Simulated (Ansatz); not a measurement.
`FC(F)([SiH3])[SiH3]` + H₂ → `FC(F)[SiH3]` + SiH₄ at 600 K and 1 bar (hydrogenolysis of a C–Si bond).

Computed with Ansatz on PBE0-D4/def2-TZVP structures; ΔE is electronic, products minus reactants. CBS: MP2 limit from def2 TZ/QZ plus the TZ coupled-cluster correction, frozen cores. This one scheme is used for every species.

```csv
species,CCSD(T)/CBS energy (Eh),H − E (kJ/mol),S (J/(mol·K))
`FC(F)([SiH3])[SiH3]`,-819.36254,229.4,464.2
H₂,-1.17544,43.9,150.8
`FC(F)[SiH3]`,-529.09339,171.1,379.1
SiH₄,-291.46306,108.7,242.3
```

H − E and S are ideal-gas, rigid-rotor, harmonic terms from PBE0-D4/def2-TZVP. For small species the MP2-based limit differs from directly extrapolated CCSD(T) by up to some mEh (0.8 for H₂); such offsets cancel only in part. 1 Eh = 2625.50 kJ/mol, R = 8.31446 J/(mol·K).

**Question.** By hand: ΔE, ΔH, ΔS and ΔG.

**Answer.** ΔE = (-529.09339) + (-291.46306) − (-819.36254) − (-1.17544) = -0.01847 Eh = -48.5 kJ/mol. Δ(H − E) = 171.1 + 108.7 − 229.4 − 43.9 = 6.5, so ΔH = -42.0 kJ/mol. ΔS = 379.1 + 242.3 − 464.2 − 150.8 = 6.4 J/(mol·K). ΔG = -42.0 − 600 × (6.4)/1000 = -45.8 kJ/mol.

**Question.** By hand: the equilibrium constant, and the temperature at which ΔG would vanish if ΔH and ΔS stayed fixed.

**Answer.** log₁₀ K = −ΔG/(RT ln 10) = 4.0. ΔH and −TΔS have one sign here, so there is no such temperature.

The number of gas molecules stays the same, so ΔS is small and ΔH decides. A doubt of 5 kJ/mol in ΔE shifts log₁₀ K by 0.4 here. These are equilibria of isolated gas molecules and say nothing of rates. Largest T1 diagnostic: 0.013 (customary marks: 0.02 for closed shells, 0.045 for open ones).
